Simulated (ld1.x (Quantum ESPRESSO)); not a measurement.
## He ultrasoft: all-electron and pseudo phase curves

```
Element                 : He
Generator               : ld1.x (Quantum ESPRESSO) 7.5
Type                    : ultrasoft
Functional              : Wu–Cohen
Relativity              : scalar-relativistic
Frozen core             : none
Valence charge          : 2
Reference configuration : 1s2
Partial waves           : 1s (bound): rcut 0.55, rcutus 0.75 bohr; 1s channel at 0.95 Ry: rcut 0.55, rcutus 0.75 bohr; 2p channel at 0.3 Ry: rcut 0.40, rcutus 0.50 bohr
Local potential         : all-electron potential smoothed inside 0.40 bohr (lloc = -1)
Core correction         : none
Augmentation charge     : PSQ, inside the norm-conserving radii
```

The phase is arctan(r·u′/u) with u = r·R(r), unwrapped; energies in Ry, scanned from -3 to 5 Ry. A pole is an energy at which the radial function vanishes at the test radius. The pseudo phase is shifted by a multiple of π to meet the all-electron one at the reference energy, and phase errors are pseudo minus all-electron; the curves can meet again beyond the range given. Levels narrower than the energy grid can be missing from the lists of poles.

Q: For each channel, where are the poles, and over which energies does the pseudopotential scatter like the atom?

A:

```csv
channel,radius (bohr),reference energy (Ry),"poles, all-electron","poles, pseudo",unbroken range about the reference energy with phases within 0.05 rad,phase error 1 Ry above the reference energy (rad)
s,0.85,-1.15,4.67,4.66,the whole range,+0.000
p,0.85,0.30,none,none,the whole range,+0.000
```

Phases in the p channel:

```
E (Ry)  all-electron  pseudo
 -3.00         1.111   1.111
 -2.52         1.096   1.096
 -2.04         1.080   1.080
 -1.56         1.063   1.063
 -1.08         1.044   1.044
 -0.60         1.023   1.023
 -0.12         1.000   1.000
  0.36         0.975   0.975
  0.84         0.947   0.947
  1.32         0.915   0.915
  1.80         0.880   0.880
  2.28         0.840   0.840
  2.76         0.795   0.795
  3.24         0.744   0.744
  3.72         0.685   0.685
  4.20         0.618   0.618
  4.68         0.541   0.541
```
